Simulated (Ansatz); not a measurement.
Geometry optimisation, UKS CAM-B3LYP/def2-SVP in Ansatz 0.2.0.

Input file:

```yaml
crystal:
  periodic: [false, false, false]
  atoms:
    - { symbol: Ge, position_ang: [0.003198, -0.004999, -0.06469] }
    - { symbol: H, position_ang: [-0.043674, 0.075835, 1.478153] }
    - { symbol: H, position_ang: [1.448676, 0.032177, -0.563283] }
    - { symbol: Cl, position_ang: [-1.006793, 1.744561, -0.820034] }
    - { symbol: H, position_ang: [-0.75159, -1.238187, -0.563575] }
    - { symbol: F, position_ang: [0.036183, -0.062687, 3.581728] }
magnetization:
  spin_polarized: true
  initial_magnetization: 1
basis:
  gaussian: { orbitals: def2-SVP }
hamiltonian:
  xc: cam_b3lyp
relax:
  f_tol: 0.03
  max_steps: 50
output:
  orbitals: {}
```

Run as:

```bash
$ ansatz run input.yaml --threads 4 --pin off --max-ram 5120MiB --backend cpu --events-out ev --progress --plain --runs-dir out
```

Task: Where does it end, and by what steps?

Result: It converged. The force dipped under the threshold on the way, but the program's further checks kept it going. After 23 steps the energy has fallen by 2.097 eV; H2 moved furthest, 1.50 Å. Parted: Ge1–H2 (1.55 → 3.11 Å). Joined: H2–F6 (2.11 → 0.93 Å).

```
step  energy less start (eV)  largest force component (eV/Å)  accepted
   0                  0.0000                           0.306       yes
   1                 -0.0424                           0.439       yes
   2                 -0.1194                           0.688       yes
   3                 -0.2700                           0.969       yes
   4                 -0.4917                           1.682       yes
   5                 -0.6920                           2.142       yes
   6                 -0.9003                           2.464       yes
   7                 -1.1148                           2.657       yes
   8                 -1.3345                           2.698       yes
   9                 -1.8050                           0.770       yes
  10                 -1.9508                           0.683       yes
  11                 -2.0102                           1.036       yes
  12                 -2.0394                           0.854       yes
  13                 -2.0663                           0.240       yes
  14                 -2.0120                           2.160        no
  15                 -2.0807                           0.129       yes
  16                 -2.0895                           0.095       yes
  17                 -2.0914                           0.099       yes
  18                 -2.0947                           0.025       yes
  19                 -2.0443                           1.452        no
  20                 -2.0959                           0.071       yes
  21                 -2.0962                           0.119       yes
  22                 -2.0964                           0.063       yes
  23                 -2.0966                           0.002       yes
```

```xyz
6
Properties=species:S:1:pos:R:3
Ge -0.205 0.356 -0.118
H -0.048 0.084 2.981
H 1.332 0.254 -0.200
Cl -0.845 1.465 -1.883
H -0.885 -1.026 -0.201
F 0.338 -0.585 2.469
```

Whether the end is a true minimum wasn't checked by a vibrational analysis.

The run took 45 s on 4 threads of Arm Neoverse V1, on a shared host, peak memory 0.3 GiB.
